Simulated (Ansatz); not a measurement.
Relaxation of AlH$_{6}$NOSi (10 atoms, charge 0, multiplicity 1), to a largest force component of 0.015 eV/Å in at most 40 steps.

All numbers below come from Ansatz, RKS B3LYP/def2-SVP.

```xyz
10
Properties=species:S:1:pos:R:3
N -1.592 0.776 -0.575
Si -0.954 -0.773 -0.151
Al 1.232 -0.488 0.603
O 2.076 1.200 0.679
H -1.868 0.802 -1.591
H -2.481 0.987 -0.021
H -0.924 -1.643 -1.328
H -1.723 -1.365 0.906
H 2.127 -1.742 1.110
H 2.419 1.313 -0.185
```

Task: Where does it end, and by what steps?

Result: The run converged. After 13 steps the energy has fallen by 0.985 eV; H6 moved furthest, 1.00 Å.

```json
{"step": "0", "energy less start (eV)": "0.0000", "largest force component (eV/Å)": "2.864", "accepted": "yes"}
{"step": "1", "energy less start (eV)": "-0.5006", "largest force component (eV/Å)": "1.483", "accepted": "yes"}
{"step": "2", "energy less start (eV)": "-0.5372", "largest force component (eV/Å)": "3.216", "accepted": "yes"}
{"step": "3", "energy less start (eV)": "-0.7985", "largest force component (eV/Å)": "0.943", "accepted": "yes"}
{"step": "4", "energy less start (eV)": "-0.8480", "largest force component (eV/Å)": "0.688", "accepted": "yes"}
{"step": "5", "energy less start (eV)": "-0.9207", "largest force component (eV/Å)": "0.197", "accepted": "yes"}
{"step": "6", "energy less start (eV)": "-0.9594", "largest force component (eV/Å)": "0.274", "accepted": "yes"}
{"step": "7", "energy less start (eV)": "-0.9790", "largest force component (eV/Å)": "0.124", "accepted": "yes"}
{"step": "8", "energy less start (eV)": "-0.9796", "largest force component (eV/Å)": "0.112", "accepted": "yes"}
{"step": "9", "energy less start (eV)": "-0.9836", "largest force component (eV/Å)": "0.100", "accepted": "yes"}
{"step": "10", "energy less start (eV)": "-0.9841", "largest force component (eV/Å)": "0.072", "accepted": "yes"}
{"step": "11", "energy less start (eV)": "-0.9848", "largest force component (eV/Å)": "0.018", "accepted": "yes"}
{"step": "12", "energy less start (eV)": "-0.9848", "largest force component (eV/Å)": "0.022", "accepted": "yes"}
{"step": "13", "energy less start (eV)": "-0.9849", "largest force component (eV/Å)": "0.006", "accepted": "yes"}
```

```xyz
10
Properties=species:S:1:pos:R:3
N -1.544 0.714 -0.735
Si -0.941 -0.860 -0.240
Al 1.326 -0.565 0.688
O 2.171 0.903 0.431
H -2.387 0.745 -1.305
H -1.594 1.447 -0.032
H -0.888 -1.695 -1.485
H -1.831 -1.635 0.697
H 2.147 -1.628 1.526
H 1.854 1.642 -0.099
```

Time of the run: 35 s on 1 thread of Intel(R) Xeon(R) 6975P-C (Granite Rapids), on a shared host, peak memory 0.28 GiB.
